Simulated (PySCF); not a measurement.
A PySCF script (with the pyscf-properties extension) for the NMR shieldings of `C=CC[C@H]([SiH3])/C(F)=C/F`, C6H10F2Si, on a GFN2-xTB geometry:

```python
import basis_set_exchange as bse
import numpy as np
from pyscf import gto, dft
from pyscf.prop import nmr

atoms = """
C     2.838839    0.914189    0.158949
C     1.595966    1.017502   -0.272178
C     0.796265   -0.121961   -0.819784
C    -0.357496   -0.490576    0.131992
Si   -1.240539   -2.102815   -0.442638
C    -1.355090    0.605190    0.202078
F    -1.919382    0.915980   -0.987604
C    -1.739838    1.240575    1.300045
F    -2.691487    2.191083    1.307465
H     3.375870   -0.019986    0.120455
H     3.375481    1.756850    0.559957
H     1.077217    1.966156   -0.221351
H     0.377788    0.155472   -1.790334
H     1.439363   -0.992615   -0.959583
H     0.049895   -0.633410    1.136022
H    -1.762176   -1.903434   -1.791130
H    -2.312805   -2.377875    0.512915
H    -0.231547   -3.162184   -0.429272
H    -1.326128    1.051109    2.276534
"""
names = dict.fromkeys(["C", "Si", "F", "H"], "pcSseg-1")
basis = {el: gto.basis.parse(bse.get_basis(n, elements=[el], fmt="nwchem")) for el, n in names.items()}
mol = gto.M(atom=atoms, basis=basis, charge=0, verbose=0)
mf = dft.RKS(mol, xc="PBE0")
mf.grids.level = 2
mf.grids.alignment = dft.numint.BLKSIZE   # the property module wants whole blocks of grid points
mf.conv_tol = 1e-9
mf.kernel()

calc = nmr.RKS(mf)   # GIAO
C = mf.mo_coeff
Co = C[:, mf.mo_occ > 0]
resp = mf.gen_response(singlet=True, hermi=2)
def vind(x):   # induced exchange potential for any number of trial vectors
    d = np.einsum("pi,xij,qj->xpq", C, 2 * x.reshape(-1, C.shape[1], Co.shape[1]), Co, optimize=True)
    return np.einsum("xpq,pi,qj->xij", resp(d - d.transpose(0, 2, 1)), C, Co, optimize=True).ravel()
mo1, _ = nmr.rhf.solve_mo1(calc, with_cphf=vind)
sigma = calc.kernel(mo1)
for i, s in enumerate(sigma):   # ppm
    print("%2d %-2s %9.2f" % (i, mol.atom_pure_symbol(i), np.trace(s) / 3))
```

**Question.** Give the expected output.

**Answer.** 
```
 0 C      65.09
 1 C      39.44
 2 C     150.23
 3 C     156.07
 4 Si    409.48
 5 C      28.51
 6 F     322.15
 7 C      46.01
 8 F     338.60
 9 H      26.32
10 H      26.37
11 H      25.14
12 H      28.98
13 H      29.76
14 H      30.31
15 H      27.54
16 H      27.77
17 H      27.79
18 H      25.36
```

These numbers come from an equivalent density-fitted implementation of the same equations, which agrees with the script to about 0.01 ppm for H and up to a few tenths of a ppm for heavy atoms, so last digits may differ.

**Question.** Turn these shieldings into chemical shifts. δ = σ(ref) − σ, references computed at the same level: TMS for ¹³C (σ = 186.93 ppm) and ²⁹Si (σ = 349.16 ppm) and ¹H (σ = 31.72 ppm); ¹⁹F (σ = 170.95 ppm) vs CFCl3.

**Answer.** Averaging equivalent atoms: C 5: 158.4; C 1: 147.5; C 7: 140.9; C 0: 121.8; C 2: 36.7; C 3: 30.9; Si 4: -60.3; F 6: -151.2; F 8: -167.7; H 11: 6.58; H 18: 6.36; H 9: 5.40; H 10: 5.34; H 15/16/17: 4.02; H 12: 2.73; H 13: 1.96; H 14: 1.41 ppm. Unscaled 19F shifts against computed CFCl3 carry errors that often reach 10 to 50 ppm.

Size and cost of the density-fitted run: 210 basis functions, 39 s wall time on 1 thread of an Arm Neoverse V2, shared host; peak memory 1 GiB.
